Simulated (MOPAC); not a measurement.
A run for MOPAC: PM7 on TaGe, 2S+1 = 4, a spin state set in the input, which need not be the lowest, a point of a bond scan (R = 2.422 Å).

```
PM7 1SCF PRECISE CHARGE=0 UHF MS=1.5 THREADS=1
GeTa

Ta     0.00000000 1     0.00000000 1     0.00000000 1
Ge     0.00000000 1     0.00000000 1     2.42226400 1
```

Output:

```
*******************************************************************************
 **                                                                           **
 **                              MOPAC v23.2.5                                **
 **                                                                           **
 *******************************************************************************
 ** MOPAC's Digital Object Identifier: https://doi.org/10.5281/zenodo.6511958 **
 **                                                                           **
 ** Please cite the open-source release paper for use of this MOPAC version:  **
 ** J. E. Moussa and J. J. P. Stewart (2026)                                  **
 ** MOPAC: An open-source semiempirical molecular orbital program             **
 ** J. Open Source Softw., 11(119), 8025, https://doi.org/10.21105/joss.08025 **
 *******************************************************************************

                              PM7 CALCULATION RESULTS

 *******************************************************************************
 *  PM7        - The PM7 Hamiltonian to be used
 *  UHF        - UNRESTRICTED HARTREE-FOCK CALCULATION
 *
 *
 *
 *                 CHARGE ON SYSTEM = 0
 *
 *
 *
 *  MS=        - IN MECI, MAGNETIC COMPONENT OF SPIN =  1.5
 *  PRECISE    - TIGHTER CRITERIA TO BE USED
 *  1SCF       - DO 1 SCF AND THEN STOP
 *  THREADS=1  - MULTI-THREADING NOT USED
 *  T=         - A TIME OF 172800.0 SECONDS REQUESTED
 *  DUMP=N     - RESTART FILE WRITTEN EVERY 7200.0 SECONDS REQUESTED
 *******************************************************************************
PM7 1SCF PRECISE CHARGE=0 UHF MS=1.5 THREADS=1
 GeTa

   ATOM   CHEMICAL          X               Y               Z
  NUMBER   SYMBOL      (ANGSTROMS)     (ANGSTROMS)     (ANGSTROMS)

     1      Ta          0.00000000  *   0.00000000  *   0.00000000  *
     2      Ge          0.00000000  *   0.00000000  *   2.42226400  *



          CARTESIAN COORDINATES

    NO.       ATOM           X           Y           Z

     1        Ta          0.0000      0.0000      0.0000
     2        Ge          0.0000      0.0000      2.4223

 General Reference for PM7:
 "Optimization of Parameters for Semiempirical Methods VI: More Modifications to the
 NDDO Approximations and Re-optimization of Parameters", J. J. P. Stewart, J. Mol. Mod., 1:32, 19 (2013)
 https://link.springer.com/article/10.1007/s00894-012-1667-x

           Empirical Formula: Ta Ge  =     2 atoms



      MOLECULAR POINT GROUP   :   C*v


          UHF CALCULATION, NO. OF ALPHA ELECTRONS =    6
                           NO. OF BETA  ELECTRONS =    3


 ALL CONVERGERS ARE NOW FORCED ON
 SHIFT=10, PULAY ON, CAMP-KING ON
 AND ITERATION COUNTER RESET



 -------------------------------------------------------------------------------
 PM7 1SCF PRECISE CHARGE=0 UHF MS=1.5 THREADS=1
 GeTa



     1SCF WAS SPECIFIED, SO BFGS WAS NOT USED
     SCF FIELD WAS ACHIEVED


                              PM7 CALCULATION
                                                       MOPAC v23.2.5 Linux




          FINAL HEAT OF FORMATION =        228.54323 KCAL/MOL =     956.22489 KJ/MOL


          COSMO AREA              =        117.24 SQUARE ANGSTROMS
          COSMO VOLUME            =        111.81 CUBIC ANGSTROMS

          IONIZATION POTENTIAL    =          7.511625 EV
          ALPHA SOMO LUMO (EV)    =         -7.512 -0.822
          BETA  SOMO LUMO (EV)    =         -7.870 -3.039
          NO. OF ALPHA ELECTRONS  =          6
          NO. OF BETA  ELECTRONS  =          3
          MOLECULAR WEIGHT        =        253.5379         POINT GROUP:  C*v

          MOLECULAR DIMENSIONS (Angstroms)

            Atom       Atom       Distance
           Ge     2   Ta     1     2.42226
           Ge     2   Ta     1     0.00000
           Ta     1   Ge     2     0.00000


          SCF CALCULATIONS        =          1





   ATOM   CHEMICAL          X               Y               Z
  NUMBER   SYMBOL      (ANGSTROMS)     (ANGSTROMS)     (ANGSTROMS)

     1      Ta          0.00000000  *   0.00000000  *   0.00000000  *
     2      Ge          0.00000000  *   0.00000000  *   2.42226400  *

                             CARTESIAN COORDINATES

   1   Ta        0.000000000     0.000000000     0.000000000
   2   Ge        0.000000000     0.000000000     2.422264000


           Empirical Formula: Ta Ge  =     2 atoms



      MOLECULAR POINT GROUP   :   C*v


          ALPHA EIGENVALUES
 -14.60736  -9.00712  -8.63933  -8.27261  -7.52407  -7.51163  -0.82237  -0.25141
   0.04167   2.96415  24.53443  24.77622  25.45216


           BETA EIGENVALUES
 -14.27175  -8.61024  -7.87044  -3.03914  -0.09325   1.19322   1.23134   1.23177
   2.22891   3.54632  26.92230  28.33456  28.47328


              NET ATOMIC CHARGES AND DIPOLE CONTRIBUTIONS

  ATOM NO.   TYPE          CHARGE      No. of ELECS.   s-Pop       p-Pop       d-Pop
    1         Ta           0.033121        4.9669     1.32098     0.00130     3.64460
    2         Ge          -0.033121        4.0331     1.55793     2.47519
 DIPOLE           X         Y         Z       TOTAL
 POINT-CHG.     0.000     0.000    -0.385     0.385
 HYBRID        -0.000    -0.000    -0.731     0.731
 SUM           -0.000    -0.000    -1.117     1.117


          ATOMIC ORBITAL ELECTRON POPULATIONS

     Atom    s        px        py        pz      x^2-y^2     xz        z^2       yz        xy
    1 Ta   1.32098   0.00003   0.00003   0.00124   0.99980   0.62291   0.48199   0.54331   0.99659
    2 Ge   1.55793   0.99382   0.83990   0.64147


                    (SZ)    =    1.500000
                    (S**2)  =    3.848703


          ATOMIC ORBITAL SPIN POPULATIONS

    Atom   Total    s     px     py     pz   x^2-y^2  xz     z^2    yz     xy
         Atomic
    1 Ta  2.8062  0.119 -0.000  0.000 -0.000  1.000  0.319  0.017  0.355  0.996
    2 Ge  0.1938 -0.035  0.064  0.262 -0.097

 **********************
 *                    *
 * JOB ENDED NORMALLY *
 *                    *
 **********************




 == MOPAC DONE ==
```

The run finished.

Cost: about 0.3 core-seconds (a rough figure).
